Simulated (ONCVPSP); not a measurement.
Which change was made? (C, ONCV)

| Property | Result |
| --- | --- |
| Element | C (Z = 6) |
| Generator | ONCVPSP 4.0.1 |
| Type | optimised norm-conserving Vanderbilt (ONCV) |
| Functional | PBE |
| Relativity | scalar-relativistic |
| Frozen core | [He] |
| Valence charge | 4 |
| Reference configuration | 2s2 2p2 |
| Partial waves | 2s: rc 1.25 bohr, ncon 3, nbas 8, qcut 5.6 1/bohr, 1 projector; 2p: rc 2.60 bohr, ncon 5, nbas 8, qcut 5.5 1/bohr, 2 projectors, debl 3.1 Ha; d scattering state at 0.39 Ha: rc 2.10 bohr, ncon 4, nbas 7, qcut 4.2 1/bohr, 2 projectors, debl 3.2 Ha |
| Local potential | polynomial inside 0.90 bohr (lpopt 5, dvloc0 0 Ha) |
| Core correction | Teter function, fcfact 1.75, rcfact 1.2 |

Cutoffs, loose and tight: the cutoffs (Ha) at which the residual kinetic energy of the hardest occupied pseudo-wave falls to 1 and 0.1 mHa per electron. They do not see the model core or the augmentation charge, which bear on the density cutoff. Test errors are all-electron minus pseudo excitation energies from the reference, over the configurations 2s2 2p1; 2s2 2p0; 2s1 2p0; 2s1 2p2; variants that change the core or the reference have their own tests.

The base gives: outcome: generated; cutoff, loose: 14 Ha; cutoff, tight: 72 Ha; bound ghosts: d; GHOST(+) flags above zero: none; largest test error (meV): +1192.

(1) After one change the result is: outcome: generated; cutoff, loose: 23 Ha; cutoff, tight: 176 Ha; bound ghosts: d; GHOST(+) flags above zero: none; largest test error (meV): +1178. Which change was it?
A. s: rc 1.62
B. s: rc 1.08
C. s: rc 0.96

## Answers

(1) C. The others give: s: rc 1.62 → outcome: generated; cutoff, loose: 11 Ha; cutoff, tight: 14 Ha; bound ghosts: d; GHOST(+) flags above zero: none; largest test error (meV): +1205 | s: rc 1.08 → outcome: generated; cutoff, loose: 18 Ha; cutoff, tight: 145 Ha; bound ghosts: d; GHOST(+) flags above zero: none; largest test error (meV): +1186.
